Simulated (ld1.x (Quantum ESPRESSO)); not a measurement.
**K: one change to a TM potential, before and after**

potassium (K), norm-conserving Troullier–Martins (Kleinman–Bylander form), made with ld1.x (Quantum ESPRESSO) 7.5 (PBEsol, scalar-relativistic). Core [Ne] 3s2, reference 3p6 3d1 4s0 4p0. Waves: 4s (bound, empty): rc 3.60 bohr; 3p (bound): rc 1.60 bohr; 3d (bound): rc 4.20 bohr. Local part: all-electron potential smoothed inside 2.85 bohr (lloc = -1). Core correction: a·sin(br)/r model core, default radius (core density twice the valence density).

Change: local potential all-electron potential smoothed inside 3.62 bohr (lloc = -1).

Cutoffs: the cutoffs (Ry, on a coarse ladder) from which the occupation-weighted sum of valence levels, in a spherical-Bessel basis at the reference potential, stays within 10 and 1 mRy of its value at 400 Ry; they do not see the model core or the augmentation charge, which bear on the density cutoff. Errors are all-electron minus pseudo energies relative to the spin-unpolarised reference configuration.

Question: What does the change do?

Answer: The potential gets neither clearly harder nor softer (25 Ry and 45 Ry → 25 Ry and 45 Ry); of the 6 tests that both files solve, the error grows in 2 and shrinks in 1 by more than 15 % and 0.3 meV (median size 3.4 → 3.3 meV); neither file shows a bound ghost.

| quantity | base | changed |
| --- | --- | --- |
| cutoff, loose | 25 Ry | 25 Ry |
| cutoff, tight | 45 Ry | 45 Ry |
| bound ghosts | none | none |
| error for 3p6 3d0 4s1 4p0, meV [ΔE -2.41 eV] | +0.1 | -0.8 |
| error for 3p6 3d0 4s0 4p0, meV [ΔE 1.81 eV] | +5.7 | +5.5 |
| error for 3p6 3d0 4s0.5 4p0, meV [ΔE -0.79 eV] | +1.2 | +1.1 |
| error for 3p6 3d0.5 4s0.5 4p0, meV [ΔE -1.20 eV] | -0.1 | -0.2 |
| error for 3p6 3d0 4s0 4p1, meV [ΔE -0.89 eV] | -17 | -76 |
| error for 3p5 3d0 4s1 4p0, meV [ΔE 22.49 eV] | +392 | -187 |
| s: phases at 4.54 bohr within 0.05 rad from the reference energy up to (Ry; the scan ends near 5) | 0.1 | 0.6 |
| p: phases at 4.54 bohr within 0.05 rad from the reference energy up to (Ry; the scan ends near 5) | -0.1 | -0.2 |
| d: phases at 4.54 bohr within 0.05 rad from the reference energy up to (Ry; the scan ends near 5) | 0.4 | 0.3 |
